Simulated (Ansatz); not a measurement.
Abridged output of a molecular run in Ansatz:

```
Functional definition: HF
1691 factors; integrals over basis functions are off by at most 1.2e-3 eV
mean field evaluation 1: about -57995.5346 eV, gradient 4.4e1 eV
mean field evaluation 2: about -57995.7618 eV, gradient 4.4e1 eV
mean field evaluation 4: about -58000.0812 eV, gradient 4.1e0 eV
mean field evaluation 8: about -58000.1503 eV, gradient 8.2e-1 eV
mean field -58000.15133275 eV, -2131.4662475638 hartree, gradient 2.8e-6 eV, S^2 0.000000; 0 other end points of the search recorded, 0 dependent functions left out
15 core orbitals not correlated: weight in the atoms' cores, before any rotation towards them, 1.000 or more for the frozen orbitals, at most 0.000 for the correlated occupied ones
reference -58000.15133275 eV, -2131.4662475638 hartree; 21, 21 occupied and 210, 210 virtual orbitals, 1691 factors
second order -34.63343171 eV of doubles, -0.00000000 eV of singles
cycle   1  -32.74678157 eV  change     1.9e0 eV  update   1.5e-1
cycle   2  -33.65299489 eV  change   -9.1e-1 eV  update   5.5e-2
cycle   3  -33.85491674 eV  change   -2.0e-1 eV  update   2.6e-2
cycle   4  -33.82309742 eV  change    3.2e-2 eV  update   7.9e-3
cycle   5  -33.81361031 eV  change    9.5e-3 eV  update   3.3e-3
cycle   6  -33.81516556 eV  change   -1.6e-3 eV  update   1.1e-3
cycle   7  -33.81552048 eV  change   -3.5e-4 eV  update   3.9e-4
cycle   8  -33.81515092 eV  change    3.7e-4 eV  update   1.3e-4
cycle   9  -33.81512118 eV  change    3.0e-5 eV  update   4.0e-5
perturbative correction -1.03930010 eV, -0.0381935740 hartree
Total energy: -58035.00575402 eV, -2132.7471239205 hartree
```

Its atoms:

```xyz
9

C     0.934    0.882    0.895
Sn   -0.072    0.103   -0.833
Zn   -1.627   -1.827   -0.258
F    -2.702   -3.167    0.159
H     1.585    1.702    0.593
H     1.535    0.102    1.362
H     0.206    1.252    1.617
H    -0.962    1.368   -1.568
H     1.103   -0.415   -1.967
```

Which basis set was used?
A. cc-pV(D+d)Z
B. def2-SVP
C. def2-TZVPP
D. def2-SVPD

C. It gives 246 functions.

Write the keys of the input that set method, charge and spin (a neutral closed shell needs none for the last two).


```yaml
correlation: {method: ccsd_t, frozen_orbitals: {C: 1, F: 1, H: 0, Sn: 4, Zn: 9}}
```
